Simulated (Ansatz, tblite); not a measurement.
Removing and adding an electron: tetramethylammonium triiodophenyl difluorosulfonate ester, `C[N+](C)(C)C.O=C(Oc1c(I)cc(I)cc1I)C(F)(F)S(=O)(=O)[O-]`. Total charge 0; singlet. Geometry: PBE-D4/def2-SVP. Ansatz, gas phase; energy differences of separate SCF runs; the oxidised species was run as a doublet alone; the reduced species was run as a doublet alone.

Cartesian coordinates in Å:
```
C -0.747 -1.889 3.134
N -1.447 -2.424 1.911
C -2.747 -3.056 2.292
C -0.560 -3.452 1.256
C -1.696 -1.279 0.959
H -0.513 -2.735 3.805
H 0.171 -1.365 2.789
H -1.423 -1.174 3.638
H -3.396 -2.297 2.767
H -3.236 -3.448 1.382
H -2.556 -3.882 3.001
H 0.443 -3.010 1.060
H -0.464 -4.310 1.946
H -1.037 -3.775 0.313
H -0.736 -0.749 0.807
H -2.433 -0.598 1.422
H -2.083 -1.679 0.006
O -0.371 0.655 -1.301
C 0.815 0.460 -1.422
O 1.735 1.405 -1.790
C 1.263 2.667 -2.095
C 1.312 3.692 -1.130
I 2.045 3.251 0.793
C 0.890 4.993 -1.450
C 0.416 5.254 -2.744
I -0.223 7.215 -3.235
C 0.361 4.252 -3.725
C 0.789 2.960 -3.388
I 0.751 1.440 -4.857
C 1.522 -0.862 -1.127
F 2.516 -1.116 -2.002
F 0.590 -1.860 -1.225
S 2.219 -0.878 0.665
O 1.112 -0.166 1.420
O 3.499 -0.148 0.576
O 2.285 -2.345 0.978
H 0.936 5.785 -0.692
H -0.004 4.469 -4.737
```

In the def2 sets I takes a core potential; there is no spin–orbit coupling. The xTB rows come from tblite. B3LYP takes the VWN-RPA correlation. Single mean-field runs in def2-TZVP are fitted with def2-universal-jkfit. HOMO above LUMO, or a gap near zero within one spin, warns that the state may not be the lowest or that an electron is smeared out.

```json
{"level": "GFN1-xTB", "−HOMO (eV)": "10.87", "vertical IE (eV)": "13.20", "−LUMO (eV)": "7.92", "vertical EA (eV)": "5.40", "HOMO–LUMO gap (eV)": "2.95", "IE − EA (eV)": "7.80", "remarks": "–"}
{"level": "GFN2-xTB", "−HOMO (eV)": "10.98", "vertical IE (eV)": "12.94", "−LUMO (eV)": "7.79", "vertical EA (eV)": "5.60", "HOMO–LUMO gap (eV)": "3.19", "IE − EA (eV)": "7.34", "remarks": "–"}
{"level": "PBE-D4/def2-TZVP", "−HOMO (eV)": "5.49", "vertical IE (eV)": "–", "−LUMO (eV)": "2.58", "vertical EA (eV)": "0.83", "HOMO–LUMO gap (eV)": "2.91", "IE − EA (eV)": "–", "remarks": "HOMO above zero (-1 doublet), gap within one spin near zero (-1 doublet)"}
{"level": "B3LYP-D4/def2-TZVP", "−HOMO (eV)": "6.51", "vertical IE (eV)": "7.98", "−LUMO (eV)": "1.93", "vertical EA (eV)": "0.61", "HOMO–LUMO gap (eV)": "4.59", "IE − EA (eV)": "7.37", "remarks": "HOMO above zero (-1 doublet)"}
{"level": "PBE0-D4/def2-TZVP", "−HOMO (eV)": "6.75", "vertical IE (eV)": "8.07", "−LUMO (eV)": "1.74", "vertical EA (eV)": "0.53", "HOMO–LUMO gap (eV)": "5.01", "IE − EA (eV)": "7.54", "remarks": "HOMO above zero (-1 doublet)"}
```

Relaxing the reduced species (PBE-D4/def2-SVP) changes its energy by -0.41 eV at PBE-D4/def2-TZVP, so the adiabatic electron affinity to this nearest minimum is 1.25 eV. At PBE0-D4/def2-TZVP it is 0.87 eV.  Run but left out: PBE-D4/def2-TZVP (charge +1 doublet: an occupied level 0.06 eV above an empty one).   A HOMO above zero means that the electron is unbound at that level or that self-interaction error raises the level; the energy of removing that electron tells which. Raw xTB energy differences between charge states are shifted by several eV; the methods need an empirical correction for them. Sets without diffuse functions give affinities that are too small.
